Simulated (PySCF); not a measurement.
C5H11ClOSi.
Numbering: `[CH3:1][O:2][Si@@H:3]([Cl:4])[CH2:5][CH:6]1[CH2:7][CH2:8]1`

Geometry (GFN2-xTB, Å), atoms numbered from 1 in this order:
```xyz
19
C5H11ClOSi angstrom
C      3.220   -0.082   -0.602
O      1.876    0.189   -0.313
Si     1.120    0.271    1.116
Cl     2.109    1.548    2.343
C     -0.600    0.931    0.675
C     -1.339    0.012   -0.268
C     -2.836   -0.035   -0.255
C     -2.043   -1.195    0.270
H      3.881    0.515    0.028
H      3.392    0.167   -1.649
H      3.437   -1.140   -0.439
H      1.105   -1.019    1.804
H     -0.525    1.922    0.221
H     -1.182    1.050    1.589
H     -0.852   -0.096   -1.229
H     -3.358    0.585    0.459
H     -3.361   -0.153   -1.191
H     -2.024   -2.108   -0.304
H     -2.028   -1.353    1.338
```

NICS = −σ at a ghost point: NICS(0) at the centroid of the ring atoms, NICS(1) 1 Å to either side along the normal of their mean plane, zz for the tensor component along that normal. Level: GIAO PBE0/pcSseg-1 (PySCF, non-relativistic, gas phase) on the GFN2-xTB geometry, one conformer.

Ring bond lengths (Å), with Mayer bond orders in brackets: C6–C7 1.498 (0.96), C7–C8 1.500 (0.97), C8–C6 1.497 (0.95).

Question: What do the NICS probes read (ppm)?

Answer: 
```json
{"ring": "C6–C7–C8", "type": "3-membered carbocycle; formal bonds all single", "NICS(0)": "-44.6", "NICS(1), two faces": "-8.6 / -8.8", "NICS(1)zz, two faces": "-21.3 / -23.7", "rms pucker (Å)": "0.00", "centre to ring atoms, mean (Å)": "0.87"}
```

Question: What do they say, and how far can they be read as aromaticity?

Answer: 
- C6–C7–C8: mean NICS(1)zz -22.5 ppm, shielded. C6, C7, C8 have four or more neighbours, so the value isn't read as a sign of a π ring current. NICS(0) lies 36 ppm below the mean NICS(1).

Question: Give the inner angles of the rings and the Hirshfeld charges of the ring atoms.

Answer: 
- C6–C7–C8: C6 60.1° (-0.037 e), C7 59.9° (-0.092 e), C8 60.0° (-0.093 e); sum 180.0° against 180° for a flat convex ring.

Question: What are the shieldings of the ring atoms and their hydrogens in the same run (means over atoms taken as equivalent)?

Answer: 
```json
{"atoms": "C6", "environment": "three-membered-ring carbon", "σ isotropic (ppm)": "179.8", "principal values of the symmetric part, first atom (ppm)": "154.2, 166.6, 218.6"}
{"atoms": "C7", "environment": "three-membered-ring carbon", "σ isotropic (ppm)": "177.9", "principal values of the symmetric part, first atom (ppm)": "143.9, 175.6, 214.3"}
{"atoms": "C8", "environment": "three-membered-ring carbon", "σ isotropic (ppm)": "179.9", "principal values of the symmetric part, first atom (ppm)": "148.4, 176.5, 214.9"}
{"atoms": "H15", "environment": "methine hydrogen", "σ isotropic (ppm)": "30.86", "principal values of the symmetric part, first atom (ppm)": "23.0, 30.0, 39.6"}
{"atoms": "H16", "environment": "methylene hydrogen", "σ isotropic (ppm)": "31.76", "principal values of the symmetric part, first atom (ppm)": "25.7, 29.4, 40.2"}
{"atoms": "H17", "environment": "methylene hydrogen", "σ isotropic (ppm)": "31.19", "principal values of the symmetric part, first atom (ppm)": "25.1, 26.9, 41.6"}
{"atoms": "H18", "environment": "methylene hydrogen", "σ isotropic (ppm)": "31.27", "principal values of the symmetric part, first atom (ppm)": "26.0, 26.4, 41.4"}
{"atoms": "H19", "environment": "methylene hydrogen", "σ isotropic (ppm)": "31.81", "principal values of the symmetric part, first atom (ppm)": "26.8, 29.1, 39.5"}
```
